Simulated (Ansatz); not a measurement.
Start from `CO[SiH2]Cl` and change one element to get `C[Se][SiH2]Cl`.

Ansatz, PBE0-D4/def2-TZVP geometries, multiplicity 1. Each molecule was computed in one conformer, which needn't be the lowest.

Scalar relativity is left out up to krypton.

```
                                          property  `CO[SiH2]Cl`
               HOMO–LUMO gap (PBE/def2-TZVPP) / eV          6.74
               HOMO energy (B3LYP/def2-TZVPP) / eV         -8.43
size of the dipole moment (ωB97M-V/def2-TZVPP) / D          1.52
              HOMO–LUMO gap (PBE0/def2-TZVPP) / eV          9.15
  size of the dipole moment (B3LYP/def2-TZVPP) / D          1.51
             LUMO energy (ωB97M-V/def2-TZVPP) / eV          2.22
```

Question: What does the change do to each property? (An estimate is asked.)

Answer: Computed: 
| property | `C[Se][SiH2]Cl` | shift |
| --- | --- | --- |
| HOMO–LUMO gap (PBE/def2-TZVPP) / eV | 4.56 | -2.18 |
| HOMO energy (B3LYP/def2-TZVPP) / eV | -6.70 | 1.73 |
| size of the dipole moment (ωB97M-V/def2-TZVPP) / D | 1.42 | -0.10 |
| HOMO–LUMO gap (PBE0/def2-TZVPP) / eV | 6.57 | -2.58 |
| size of the dipole moment (B3LYP/def2-TZVPP) / D | 1.46 | -0.05 |
| LUMO energy (ωB97M-V/def2-TZVPP) / eV | 1.47 | -0.75 |

With PBE0 the HOMO rises by 1.72 eV and the LUMO falls by 0.86 eV, so the gap narrows by about 2.58 eV. PBE moves the HOMO by 1.33 eV and ωB97M-V by 1.89 eV. Dipoles are sizes alone; their direction can turn.

B3LYP here is the variant with VWN-RPA as its local correlation; programs differ in this.

Spin–orbit coupling is left out; it splits and shifts lone-pair levels of the heavy atoms by tenths of an eV.
